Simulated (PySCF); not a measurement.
TlO: mean field, correlation and small terms against distance

State: ²Π, doublet, unpaired electrons π ↑. ROHF-based CCSD(T) in PySCF 2.14 with Tl cc-pwCVDZ-PP with ECP60, O aug-cc-pVDZ and Tl cc-pwCVTZ-PP with ECP60, O aug-cc-pVTZ (frozen core orbitals: 5; scalar-relativistic core potentials). Correlation energies are extrapolated as n⁻³ (n = 2, 3), Hartree–Fock as (n+1)·exp(−9√n). All energies in eV from Tl + O.

```json
{"R (Å)": "1.9318", "HF/CBS": "-0.991", "CCSD corr.": "-1.538", "(T)": "-0.1715", "total": "-2.701"}
{"R (Å)": "2.0196", "HF/CBS": "-1.310", "CCSD corr.": "-1.537", "(T)": "-0.1785", "total": "-3.025"}
{"R (Å)": "2.1074", "HF/CBS": "-1.450", "CCSD corr.": "-1.541", "(T)": "-0.1861", "total": "-3.177"}
{"R (Å)": "2.1952", "HF/CBS": "-1.468", "CCSD corr.": "-1.547", "(T)": "-0.1936", "total": "-3.208"}
{"R (Å)": "2.2830", "HF/CBS": "-1.404", "CCSD corr.": "-1.553", "(T)": "-0.2009", "total": "-3.159"}
{"R (Å)": "2.3927", "HF/CBS": "-1.252", "CCSD corr.": "-1.561", "(T)": "-0.2096", "total": "-3.023"}
{"R (Å)": "2.5025", "HF/CBS": "-1.052", "CCSD corr.": "-1.568", "(T)": "-0.2176", "total": "-2.837"}
```

A fit to the total gives Re = 2.1801 Å, De = 3.209 eV, ωe = 452.0 cm⁻¹, Be = 0.2390 cm⁻¹ (masses 204.9744 and 15.9949 u).

Problem. At R = 2.1952 Å the CCSD correlation energy is -0.493987 hartree in the smaller basis and -0.652252 in the larger. Extrapolate it.

Solution. (3³·E3 − 2³·E2)/(3³ − 2³) = -0.71889 hartree; the larger basis holds 90.7 % of it.

The T1 diagnostic is 0.024. The state was picked by a PBE0 search and need not be the measured ground state. Spin–orbit coupling, excitations beyond (T) and corrections to the Born–Oppenheimer picture are left out, and spin–orbit coupling matters for open p, d or f shells this heavy.
